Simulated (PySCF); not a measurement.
A structure optimised at PBE0-D3(BJ)/def2-SVP, used in a PySCF frequency run:

```
C
C 1 1.3405
H 2 1.0990 1 119.17
H 1 1.0990 2 119.17 3 180.00
Ge 2 1.9441 3 117.29 1 180.00
H 5 1.5392 2 108.47 3 180.00
H 5 1.5411 6 109.70 4 -120.71
H 5 1.5411 6 109.70 7 -118.59
Ge 1 1.9441 4 117.29 2 180.00
H 9 1.5392 1 108.47 4 180.00
H 9 1.5411 10 109.70 3 120.71
H 9 1.5411 10 109.70 11 118.59
```

Write its SMILES, formula and point group.

[GeH3]/[CH]=[CH]/[GeH3], C2H8Ge2, C2h

What are its rotational constants (standard atomic weights)?

22.950, 0.57008, 0.56405 GHz
